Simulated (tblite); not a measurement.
Species: C5H7F5Si.
SMILES with atom numbers: `[F:1][C:2]([F:3])([F:4])[C:5]([F:6])([F:7])[CH:8]1[CH2:9][SiH2:10][CH2:11]1` (hydrogens: H12 on C8; H13, H14 on C9; H15, H16 on Si10; H17, H18 on C11)

Cartesian coordinates in Å at the GFN2-xTB level; atoms count from 1:
```xyz
18
C5H7F5Si angstrom
F     -2.014    1.143   -1.486
C     -2.307    0.589   -0.308
F     -3.529    0.071   -0.404
F     -2.362    1.580    0.590
C     -1.253   -0.470    0.105
F     -1.184   -1.385   -0.896
F     -1.764   -1.136    1.176
C      0.109    0.120    0.429
C      1.139   -0.944    0.858
Si     2.471   -0.134   -0.254
C      0.843    0.730   -0.779
H     -0.044    0.858    1.220
H      0.840   -1.935    0.523
H      1.289   -0.994    1.933
H      3.406    0.731    0.462
H      3.116   -0.982   -1.250
H      0.791    1.814   -0.820
H      0.447    0.349   -1.718
```

All values are computed: GFN2-xTB (tblite) harmonic vibrations without scaling, gas phase. Errors from tens to a few hundred cm⁻¹ against measured bands are possible. Modes of hydrogen on silicon can be 10 to 20 % off. One conformer, not necessarily the lowest.

Harmonic wavenumbers (cm⁻¹): 29.1, 58.5, 72.5, 121.6, 183.1, 210.9, 244.5, 280.0, 326.9, 350.6, 407.7, 445.4, 448.9, 471.5, 509.0, 553.9, 564.3, 610.3, 632.1, 692.5, 714.5, 718.3, 755.1, 808.0, 817.2, 941.8, 1001.4, 1028.8, 1041.0, 1092.6, 1099.5, 1111.2, 1146.0, 1180.1, 1197.5, 1205.6, 1207.2, 1256.1, 1308.0, 1463.7, 1470.5, 2285.9, 2310.4, 2976.3, 3013.8, 3018.9, 3031.1, 3033.1.

A = 1803, B = 624.0, C = 569.3 MHz; mass 190.024 u (most abundant isotopes); point group C1, symmetry number 1.

**Question.** What is the zero-point energy?

**Answer.** Half the sum of the wavenumbers: 24723 cm⁻¹ = 295.76 kJ/mol.

**Question.** Entropy at 298.15 K, 1 bar (ideal gas, RRHO, classical rotation)?

**Answer.** Translation 174.30, rotation 128.01, vibration 149.88: S = 452.2 J/(mol K).

**Question.** And Cp and H(298.15 K) − H(0)?

**Answer.** Cp = 190.14 J/(mol K), of which vibrations give 156.88 (their classical limit is 48 R = 399.1); H(298.15 K) − H(0) = 33.23 kJ/mol without the zero-point energy, 23.31 from vibrations.

**Question.** Which modes carry the vibrational entropy at 298.15 K?

**Answer.** 29.1 cm⁻¹: 24.64; 58.5 cm⁻¹: 18.86; 72.5 cm⁻¹: 17.09; 121.6 cm⁻¹: 12.86; 183.1 cm⁻¹: 9.61; 210.9 cm⁻¹: 8.52 J/(mol K); the other 42 give 58.30 together.

**Question.** How do the functions run with temperature in this model?

**Answer.** 
| T (K) | S (J/(mol K)) | Cp (J/(mol K)) | H − H(0) (kJ/mol) | G − H(0) (kJ/mol) | ln q(vib) |
| --- | --- | --- | --- | --- | --- |
| 50 | 263.1 | 59.4 | 2.28 | -10.88 | 0.94 |
| 100 | 311.8 | 84.4 | 5.86 | -25.32 | 2.46 |
| 373.15 | 498.6 | 223.8 | 48.78 | -137.27 | 10.99 |
| 500 | 570.6 | 268.2 | 80.14 | -205.17 | 14.92 |
| 750 | 690.9 | 323.3 | 154.76 | -363.40 | 22.23 |
| 1000 | 788.7 | 355.5 | 239.93 | -548.74 | 28.80 |

q(vib) and H(0) count from the zero-point level.

**Question.** What must be added to the electronic energy to get the Gibbs energy at 298.15 K and 1 bar?

**Answer.** ZPE + [H(298.15 K) − H(0)] − T·S = 295.76 + 33.23 − 134.82 = 194.17 kJ/mol.

Hindered rotation and anharmonicity are outside this model. Other conformers, if any are populated, would add a mixing term that is left out. The structure is chiral; the term R ln 2 for an equal mix with its mirror image is left out.

Hardware: one thread of an Arm Neoverse V1, no GPU, shared host with 32 logical CPUs at a one-minute load of 21. Cost: 0.85 s. This covers the Hessian and the dipole derivatives.
